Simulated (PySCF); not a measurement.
Which level of theory gave which numbers?

TiCl4 (singlet state).
Z-matrix (Å and degrees, PBE0-D3(BJ)/def2-TZVP geometry), rows numbered from 1:
```
Cl
Ti  1  2.1618
Cl  2  2.1614  1  109.36
Cl  2  2.1623  1  109.66  3  -119.98
Cl  2  2.1613  1  109.48  3   120.12
```

The closed-shell ground state was solved 3 times with PySCF (density fitting, gas phase), always in the aug-cc-pVTZ basis (293 functions), with these functionals: CAM-B3LYP, PBE0 and wB97X-D. Isolated species at its PBE0-D3(BJ)/def2-TZVP geometry, gas phase.

| row | total energy (Eh) | HOMO (eV) | LUMO (eV) |
| --- | --- | --- | --- |
| P | -2689.8406 | -9.66 | -3.75 |
| Q | -2690.7254 | -10.98 | -2.72 |
| R | -2690.6267 | -11.49 | -2.04 |

Task: Which functional belongs to which row?

Result: P = PBE0, Q = CAM-B3LYP, R = wB97X-D. By rising HOMO–LUMO gap: PBE0 (global hybrid, 25 % exact exchange) 5.91 eV; CAM-B3LYP (range-separated hybrid) 8.26 eV; wB97X-D (range-separated hybrid) 9.45 eV. Total energies of different functionals aren't bounds to one another; each is stationary for its own functional.

wB97X-D is run here without its empirical dispersion term; that term would change no orbital, density or response property at a fixed geometry.
